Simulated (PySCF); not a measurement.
## Spinor energies of Zr⁺ (zirconium, charge +1)

Start: [Kr] 4d1 5s2; 4d5/2 filled at m_j = +5/2. Calculated with PySCF 2.14 in x2c-TZVPall-2c (8s9p7d1f, 77 functions): generalised Hartree-Fock with the X2C-1e Hamiltonian and a Gaussian nucleus; one run each with spin-orbit coupling (SO) switched off, then screened by Boettger's factors. This is a chosen level, not necessarily the ground level.

```
spinor shell  electrons  ε, spin-free (eV)  ε, screened SO (eV)  weight of nominal j (screened SO)  rms radius, screened SO (bohr)
       1s1/2          2           -18107.7             -18106.8                              1.000                          0.0426
       2s1/2          2            -2589.5              -2589.3                              1.000                           0.176
       2p1/2          2            -2304.0              -2363.2                              1.000                           0.154
       3s1/2          2            -463.84              -463.81                              1.000                           0.487
       3p1/2          2            -368.11              -377.96                              1.000                           0.489
       3p3/2          4            -368.11              -363.48                              1.000                           0.499
       3d3/2          4            -210.88              -212.35                              0.999                           0.493
       3d5/2          6            -210.88              -209.89                              1.000                           0.497
       4s1/2          2            -77.678              -77.688                              1.000                            1.29
       4p3/2          4            -49.836              -49.346                              0.956                            1.47
       4p1/2          2            -49.836              -50.940                              0.911                            1.43
       4d5/2          1            -16.730              -16.666                              1.000                            2.17
       5s1/2          2            -12.624              -12.629                              0.900                            3.56
```

(1) Where does 2p3/2 lie, and what is the 2p spin-orbit splitting (screened SO)?

```tsv
quantity	spin-free	screened SO
E (hartree)	-3595.73059	-3596.07540
M_J	5/2	5/2
⟨J²⟩	9.974	9.969
⟨L²⟩	7.197	7.210
⟨S²⟩	0.778	0.788
```

The determinant has a definite M_J but mixes levels of different J.

Each row is a mean over spinors that exchange with the open shell spreads, by up to 3.346 eV (4p3/2).

Breit and QED terms are absent; they matter most for the inner s and p1/2 levels.

Densities and radii are taken from the X2C orbitals without a picture-change correction, which distorts them close to the nucleus.

Without spin-orbit coupling the j labels of p, d and f shells carry no meaning; the spin-free column gives the mean over the occupied spinors of each nl shell, and its ⟨J²⟩ belongs to a mixture of degenerate components.

## Answers

(1) At -2276.1 eV, 87.075 eV above 2p1/2.
